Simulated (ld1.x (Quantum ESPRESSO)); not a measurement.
# Before and after: TM potential for tin

Sn, norm-conserving Troullier–Martins (Kleinman–Bylander form), made with ld1.x (Quantum ESPRESSO) 7.5 (Wu–Cohen, scalar-relativistic). Core [Kr] 4d10, reference 5s2 5p2. Waves: 5p (bound): rc 2.50 bohr; 5s (bound): rc 2.05 bohr. Local part: the s channel. Core correction: none.

Change: core correction a·sin(br)/r model core inside 0.88 bohr.

Cutoffs: the cutoffs (Ry, on a coarse ladder) from which the occupation-weighted sum of valence levels, in a spherical-Bessel basis at the reference potential, stays within 10 and 1 mRy of its value at 400 Ry; they do not see the model core or the augmentation charge, which bear on the density cutoff. Errors are all-electron minus pseudo energies relative to the spin-unpolarised reference configuration.

**Question.** How do hardness, ghosts and transferability respond?

**Answer.** The potential gets neither clearly harder nor softer (21 Ry and 30 Ry → 21 Ry and 30 Ry); of the 7 tests that both files solve, the error grows in 4 and shrinks in 2 by more than 15 % and 0.3 meV (median size 10.0 → 37.8 meV); neither file shows a bound ghost. A model core, the more so a compact one, raises the density cutoff, which this test does not measure.

```csv
quantity,base,changed
"cutoff, loose",21 Ry,21 Ry
"cutoff, tight",30 Ry,30 Ry
bound ghosts,none,none
"error for 5s2 5p1, meV [ΔE 6.90 eV]",-10.0,-8.4
"error for 5s2 5p0, meV [ΔE 20.89 eV]",-45,-67
"error for 5s1 5p0, meV [ΔE 51.93 eV]",-12,-365
"error for 5s2 5p1.5, meV [ΔE 2.63 eV]",-2.2,-1.6
"error for 5s2 5p2.3, meV [ΔE -0.85 eV]",-0.1,+0.1
"error for 5s1 5p2, meV [ΔE 14.61 eV]",+8.7,-38
"error for 5s0 5p4, meV [ΔE 14.27 eV]",+46,-62
s: phases at 2.70 bohr within 0.05 rad from the reference energy up to (Ry; the scan ends near 5),2.4,2.4
p: phases at 2.70 bohr within 0.05 rad from the reference energy up to (Ry; the scan ends near 5),3.4,3.4
```
